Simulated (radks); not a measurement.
Results of a calculation; reference values are marked as such.
Problem. Radial electron density D(r) = 4 pi r^2 rho(r) of an atom or ion with 6 electrons. Code: a radial shooting solver on a logarithmic mesh with Libxc functionals. Model: scalar-relativistic Kohn-Sham, LDA (Slater exchange, Perdew-Wang correlation), spin-polarised, spherical densities, finite nucleus; Fermi nuclear charge, rms radius of each element as measured or else 0.836 A^(1/3) + 0.57 fm.

```
   r/bohr * D(r) (the largest magnitude, 30.3, reaches the edge; | marks zero)
 0.006428 |        *
  0.00719 |         *
 0.007978 |           *
 0.008923 |             *
 0.009981 |                *
  0.01107 |                   *
  0.01239 |                      *
  0.01385 |                          *
  0.01537 |                             *
   0.0172 |                                 *
  0.01923 |                                     *
  0.02134 |                                         *
  0.02387 |                                             *
   0.0267 |                                                *
  0.02963 |                                                   *
  0.03314 |                                                     *
  0.03706 |                                                      *
  0.04113 |                                                      *
    0.046 |                                                    *
  0.05145 |                                                 *
  0.05709 |                                              *
  0.06386 |                                         *
  0.07085 |                                     *
  0.07925 |                                *
  0.08864 |                            *
  0.09836 |                          *
     0.11 |                         *
   0.1231 |                         *
   0.1365 |                           *
   0.1527 |                             *
   0.1708 |                              *
   0.1895 |                               *
    0.212 |                              *
   0.2371 |                            *
   0.2631 |                        *
   0.2943 |                  *
   0.3292 |             *
   0.3653 |         *
   0.4086 |     *
    0.457 |  *
   0.5071 |*
   0.5672 |*
   0.6293 *
   0.7039 *
   0.7873 *
   0.8736 *
   0.9771 *
```

What is the nuclear charge?

Solution. Z = 26. The innermost maximum, from 1s, lies near gamma/Z bohr with gamma = sqrt(1 - (Z/c)^2) = 0.982, here 0.0378 bohr (found: 0.0383), and its height grows with Z. The density is that of the iron ion Fe20+ in [He] 2s2 2p2; the configuration itself is not fixed sharply by these data, and Z only to about a unit. D(r) has 2 maxima, at r = 0.0383, 0.190 bohr, and minima at 0.112 bohr, inside which lie 2.22 electrons.
